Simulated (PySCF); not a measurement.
**Interval between two levels of Fe³⁺ by level of theory**

Fe³⁺ [Ar] 3d5 [6S5/2, M_J = 5/2] → Fe³⁺ [Ar] 3d4 4s1 [6D9/2, M_J = 9/2], as a difference of total energies. Computed with PySCF 2.14 in x2c-TZVPall-2c (6s7p4d1f, 54 functions), with the two-component X2C-1e Hamiltonian. Correlated levels: [Ne] frozen. "Screened" scales the spin-orbit matrix elements by Boettger's factors to mimic the two-electron term; Breit and QED terms are absent.

```csv
method,interval between two levels (cm⁻¹)
GHF (spin-free),131320
GMP2 (spin-free),133010
GHF (screened spin-orbit),131880
GMP2 (screened spin-orbit),133560
```

The labels give the starting determinants; with spin-orbit coupling the two ends relaxed to ⟨J²⟩ = 8.75, ⟨L²⟩ = 0.00, ⟨S²⟩ = 8.75 and ⟨J²⟩ = 24.75, ⟨L²⟩ = 6.01, ⟨S²⟩ = 8.75.
